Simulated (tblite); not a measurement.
Species: C₆H₅PS.
InChI=1S/C6H5PS/c1-3-6-4-7-5(2)8-6/h1,4H,2H3

Level: GFN2-xTB in tblite, geometry and Hessian alike; calculated harmonic values, unscaled, isolated species. The method is semi-empirical: single wavenumbers can be off by several per cent or more.

Harmonic wavenumbers (cm⁻¹): 94.9, 105.1, 118.0, 191.8, 270.6, 329.5, 367.4, 396.6, 420.9, 474.7, 477.5, 622.6, 641.3, 644.0, 695.3, 775.9, 853.2, 888.5, 1021.8, 1092.5, 1106.7, 1176.2, 1238.0, 1400.3, 1465.8, 1474.4, 1477.6, 2240.3, 2980.8, 2996.7, 3031.9, 3083.1, 3397.8.

A = 3159, B = 1077, C = 807.0 MHz; mass 139.985 u (most abundant isotopes); point group Cs, symmetry number 1.

**Question.** What is the zero-point energy?

**Answer.** ½Σν̃ = 18776 cm⁻¹ = 53.68 kcal/mol.

**Question.** Give the ideal-gas entropy at 400 K and 1 bar in the rigid-rotor, harmonic-oscillator model (classical rotation).

**Answer.** Translation 42.21, rotation 30.03, vibration 30.27: S = 102.5 cal/(mol K).

**Question.** And Cp and H(400 K) − H(0)?

**Answer.** Cp = 39.80 cal/(mol K), of which vibrations give 31.85 (their classical limit is 33 R = 65.6); H(400 K) − H(0) = 9.80 kcal/mol without the zero-point energy, 6.62 from vibrations.

**Question.** Blend soft modes into free rotors: weight 1/[1 + (100 cm⁻¹/ν̃)⁴] for the oscillator and the rest for a rotor with moment μB/(μ + B), μ = h/(8π²ν), B = 10⁻⁴⁴ kg m². What vibrational entropy results?

**Answer.** 29.12 cal/(mol K) in place of 30.27, which changes −T·S at 400 K by +0.46 kcal/mol.

**Question.** Which modes carry the vibrational entropy at 400 K?

**Answer.** 94.9 cm⁻¹: 4.13; 105.1 cm⁻¹: 3.93; 118.0 cm⁻¹: 3.71; 191.8 cm⁻¹: 2.76; 270.6 cm⁻¹: 2.12; 329.5 cm⁻¹: 1.76 cal/(mol K); the other 27 give 11.85 together.

**Question.** How do the functions run with temperature in this model?

**Answer.** 
```json
{"T (K)": "150", "S (cal/(mol K))": "73.6", "Cp (cal/(mol K))": "20.7", "H − H(0) (kcal/mol)": "2.04", "G − H(0) (kcal/mol)": "-9.00", "ln q(vib)": "1.75"}
{"T (K)": "250", "S (cal/(mol K))": "86.3", "Cp (cal/(mol K))": "29.5", "H − H(0) (kcal/mol)": "4.56", "G − H(0) (kcal/mol)": "-17.00", "ln q(vib)": "3.76"}
{"T (K)": "298.15", "S (cal/(mol K))": "91.8", "Cp (cal/(mol K))": "33.2", "H − H(0) (kcal/mol)": "6.07", "G − H(0) (kcal/mol)": "-21.29", "ln q(vib)": "4.76"}
{"T (K)": "600", "S (cal/(mol K))": "120.5", "Cp (cal/(mol K))": "48.9", "H − H(0) (kcal/mol)": "18.75", "G − H(0) (kcal/mol)": "-53.56", "ln q(vib)": "10.95"}
{"T (K)": "900", "S (cal/(mol K))": "142.0", "Cp (cal/(mol K))": "57.0", "H − H(0) (kcal/mol)": "34.75", "G − H(0) (kcal/mol)": "-93.07", "ln q(vib)": "16.45"}
```

q(vib) and H(0) count from the zero-point level.

**Question.** What must be added to the electronic energy to get the Gibbs energy at 400 K and 1 bar?

**Answer.** ZPE + [H(400 K) − H(0)] − T·S = 53.68 + 9.80 − 41.00 = 22.48 kcal/mol.

Hindered rotation and anharmonicity are outside this model.
